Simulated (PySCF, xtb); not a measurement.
4-ethenyl-2,3-dihydroazete (C5H7N), SMILES C=CC1=NCC1.

GFN2-xTB run with xtb 6.7.1 at its own geometry gives an orbital gap of 2.62 eV and a dipole moment of 2.23 D.

Geometry: PBE-D3(BJ)/def2-SVP. The values are those of a single conformer.

Task: What does PBE/def2-TZVP in PySCF give? (An estimate is asked for; the answer gives what the named calculation found.)

Result: gap 3.51 eV (levels -5.91 and -2.41 eV), dipole 2.03 D.
